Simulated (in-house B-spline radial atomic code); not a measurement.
Values are calculated unless marked as measured or tabulated.
## Making a Troullier-Martins s channel for Fe, r_c = 3.03 bohr

Fe, [Ar] 3d6 4s2, non-relativistic LDA (VWN5), spherical and spin-unpolarised, from a B-spline radial code for spherical atoms (atomic units). The all-electron 4s level is ε = -0.197978 hartree, its outermost node lies just inside 1.03 bohr and its outer maximum at 2.41 bohr.

Inside r_c the pseudo-orbital is u(r) = r^1 exp(p(r)), with p = c0 + c2 r² + c4 r⁴ + … + c12 r¹². The seven coefficients follow from p and its first four derivatives at r_c, from zero curvature of the screened potential at the origin, c4 = −c2²/(2l + 5), and from the norm inside r_c. At r_c the all-electron orbital has P = 0.5783388, P' = -0.1380773, the screened potential V = -0.3034968, V' = 0.2037945, V'' = -0.2093197, and the norm inside is Q = 0.5747386.

**Question.** What are p, p' and p'' at r_c?

**Answer.** p = ln(P/r_c^1) = ln(0.5783388/3.03) = -1.65616. p' = P'/P − 1/r_c = -0.23875 − 0.33003 = -0.56878. The radial equation gives p'' = 2(V − ε) − 2(1) p'/r_c − p'² = -0.21104 − (-0.37543) − 0.32351 = -0.15912. Differentiating, p''' = 2V' + 2(1)p'/r_c² − 2(1)p''/r_c − 2p'p'' = 0.20771, and p'''' = 2V'' − 4(1)p'/r_c³ + 4(1)p''/r_c² − 2(1)p'''/r_c − 2p''² − 2p'p''' = -0.35764.

For a trial c2 the five matching conditions are linear in c0, c6, c8, c10 and c12, and c2 is varied until the norm inside r_c equals Q. The root nearest zero gives:

| n | c_n |
| --- | --- |
| 0 | -1.573153 |
| 2 | 0.1645831 |
| 4 | -0.005417522 |
| 6 | -0.008140367 |
| 8 | 0.001354625 |
| 10 | -8.761511e-05 |
| 12 | 2.092003e-06 |

**Question.** Check c4 and p(r_c), and find the screened pseudopotential at the origin.

**Answer.** −c2²/5 = -0.00541752, as listed. The terms c_n r_c^n are -1.57315, 1.51102, -0.45664, -6.29941, 9.62410, -5.71486, 1.25278, which sum to -1.65616. Inverting the radial equation, V_l(r) = ε + 1 p'/r + (p'' + p'²)/2, so V_l(0) = ε + (2l + 3) c2 = -0.197978 + 3 × (0.164583) = 0.2958 hartree, finite where the all-electron potential diverges.

Orbitals and screened potentials:

| r (bohr) | P | u | V all-electron | V pseudo |
| --- | --- | --- | --- | --- |
| 0.303 | 0.03443 | 0.06379 | -37.99 | 0.2943 |
| 0.758 | -0.2227 | 0.1722 | -6.806 | 0.2432 |
| 1.212 | 0.1803 | 0.3101 | -2.317 | 0.0169 |
| 1.666 | 0.4815 | 0.4701 | -1.102 | -0.3798 |
| 2.121 | 0.6092 | 0.594 | -0.6405 | -0.6253 |
| 2.576 | 0.6237 | 0.6225 | -0.4236 | -0.4846 |
| 3.03 | 0.5783 | 0.5783 | -0.3035 | -0.3035 |

Logarithmic derivatives P'/P at R = 3.33 bohr, for energies E around ε:

```
E − ε (hartree)  all-electron     pseudo
           -0.5       0.82682   0.820613
          -0.25      0.436579   0.432284
           -0.1     0.0699532  0.0684309
              0     -0.308255  -0.308255
            0.1     -0.949599    -0.9567
           0.25       -4.4311   -4.91265
            0.5         3.259    2.67135
```

**Question.** With P(R) = 0.5325105 and a norm of 0.6675565 inside R, what slope in energy does norm conservation fix?

**Answer.** d(P'/P)/dE = −2 × (norm inside R)/P(R)² = -4.7083 per hartree·bohr at E = ε, for both atoms, since orbital and norm agree at R. Differences over ±0.1 hartree give -5.0978 (all-electron) and -5.1257 (pseudo), which also hold third-order terms. Half a hartree below ε the two curves differ by -0.0062.
